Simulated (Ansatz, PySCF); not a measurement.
Gas-phase reaction 6 R1 + R2 + R3 → 6 P1 + 2 P2, each structure at its B3LYP-D3(BJ)/def2-TZVP stationary point, reached from a drawn start (curvature not checked).
R1, F6Mo (SMILES [F][Mo]([F])([F])([F])([F])[F]) (charge 0, multiplicity 1):
```xyz
7

Mo     0.000     0.000     0.000
F     -0.358     1.672    -0.653
F      1.758     0.462     0.218
F      0.358    -1.672     0.653
F     -0.364     0.584     1.696
F     -1.758    -0.462    -0.218
F      0.364    -0.585    -1.696
```
R2: Si2H6 (SMILES [SiH3][SiH3]), charge 0, multiplicity 1.
P1, F5HMo (SMILES [F][MoH]([F])([F])([F])[F]) (charge 0, multiplicity 1):
```xyz
7

Mo     0.070    -0.044     0.024
F      1.823     0.502    -0.119
F      0.364    -0.886     1.635
F     -1.040    -1.500    -0.204
F     -0.193     1.484     1.013
F      0.287    -0.239    -1.798
H     -1.312     0.683    -0.551
```
P2: F3HSi (SMILES F[SiH](F)F), charge 0, multiplicity 1.
R3: H2 (SMILES [H][H]), charge 0, multiplicity 1.

P less R. No zero-point or thermal terms; no spin–orbit coupling.

The values were computed with Ansatz (an electronic-structure program) with Gaussian orbitals; PySCF for the D3/D4 terms. No computed number here is a measurement. Elements past Kr take the def2 small-core potentials, without spin–orbit coupling.

One of these levels gives 0.064 eV for the reaction energy. Name it.
A) SVWN5/def2-TZVPP
B) PBE0-D3(BJ)/def2-TZVPP
C) revPBE-D4/def2-TZVPP
D) BHLYP/def2-TZVPP

A, SVWN5/def2-TZVPP. The others give 0.432 (revPBE-D4/def2-TZVPP), -1.375 (PBE0-D3(BJ)/def2-TZVPP), -3.169 (BHLYP/def2-TZVPP)
